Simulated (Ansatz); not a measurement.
**Ligand exchange: KBr + AuCl → KCl + AuBr**

Species: KBr, singlet; AuCl (gold monochloride), singlet; KCl, singlet; AuBr (bromogold), singlet. The partners trade Br for Cl: K–Br and Au–Cl bonds give way to K–Cl and Au–Br.

Shapes, held fixed at every level: PBE0-D4/def2-TZVP. Programs: Ansatz 0.2.0. The zero-point and thermal change to 298 K, harmonic and unscaled (PBE0-D4/def2-TZVP), is -0.2 kJ/mol.

Problem. Estimate ΔH(298 K) of this reaction.

Solution. The highest level, CCSD(T)/def2-TZVPP, gives ΔH(298 K) = -12.2 kJ/mol; the levels span -14.0 to -2.7. The column of differences is taken from that level and isn't an error. No measured value is set beside it here. T1 is large for AuCl, so single-reference values are less sure there. For atoms past krypton def2 sets carry core potentials with scalar relativity. Relativity is left out for Br unless named. Correlated rows may include outer-core shells of Au, Br, K, which these sets cover unevenly.

| level | kind | ΔH(298 K) (kJ/mol) | less CCSD(T)/def2-TZVPP |
| --- | --- | --- | --- |
| SPW92/def2-TZVPP | LDA | -12.4 | -0.2 |
| PBE-D4/def2-TZVPP | GGA | -13.5 | -1.3 |
| wB97M-V/def2-TZVPP | range-separated hybrid | -11.3 | +0.9 |
| MP2/def2-SVP | perturbation theory | -5.6 | +6.6 |
| MP2/def2-TZVPP | perturbation theory | -14.0 | -1.8 |
| CCSD/def2-SVP | coupled cluster or CI | -2.7 | +9.5 |
| CCSD/def2-TZVPP | coupled cluster or CI | -12.6 | -0.4 |
| CCSD(T)/def2-TZVPP | coupled cluster or CI | -12.2 | 0.0 |
